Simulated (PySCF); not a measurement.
## Electron correlation in I(3+) (iodine, charge +3)

Starting occupation: [Kr] 4d10 5s1 5p2 6s1, 5s1/2 with m_j = +1/2, 5p3/2 with m_j = +1/2, +3/2, 6s1/2 with m_j = +1/2. Computed with PySCF 2.14 in x2c-TZVPall-2c with one added diffuse shell each of s, p, d, f type (9s10p6d3f, 90 functions), with X2C-1e with screened-nucleus spin-orbit coupling, Gaussian nucleus. Frozen: [Ar] 3d10; 22 electrons correlated; the 6 highest virtual spinors left out.

MP2 pair energies summed by pair of shells (mhartree):

```json
{"pair": "4d-4d", "energy": "-253.41", "share (%)": "51.0"}
{"pair": "4d-4p", "energy": "-68.26", "share (%)": "13.7"}
{"pair": "4d-5p", "energy": "-47.38", "share (%)": "9.5"}
{"pair": "4p-4p", "energy": "-29.42", "share (%)": "5.9"}
{"pair": "4d-5s", "energy": "-25.19", "share (%)": "5.1"}
{"pair": "4d-4s", "energy": "-18.87", "share (%)": "3.8"}
{"pair": "4p-4s", "energy": "-10.46", "share (%)": "2.1"}
{"pair": "4d-6s", "energy": "-9.69", "share (%)": "2.0"}
{"pair": "5p-6s", "energy": "-8.42", "share (%)": "1.7"}
{"pair": "4p-5p", "energy": "-5.25", "share (%)": "1.1"}
{"pair": "5p-5p", "energy": "-4.95", "share (%)": "1.0"}
{"pair": "4p-5s", "energy": "-4.48", "share (%)": "0.9"}
{"pair": "5p-5s", "energy": "-4.22", "share (%)": "0.9"}
{"pair": "4s-4s", "energy": "-2.30", "share (%)": "0.5"}
{"pair": "5s-6s", "energy": "-2.00", "share (%)": "0.4"}
{"pair": "4p-6s", "energy": "-0.97", "share (%)": "0.2"}
{"pair": "4s-5p", "energy": "-0.75", "share (%)": "0.2"}
{"pair": "4s-5s", "energy": "-0.44", "share (%)": "0.1"}
{"pair": "4s-6s", "energy": "-0.11", "share (%)": "0.0"}
```

Total MP2 correlation energy: -496.56 mhartree.

The GHF reference relaxed away from the jj start to a determinant that is no pure jj level (⟨S²⟩ = 5.74, ⟨J²⟩ = 12.25); the energies belong to that determinant.

This basis was not built for core-valence correlation, so the inner-shell part is incomplete.
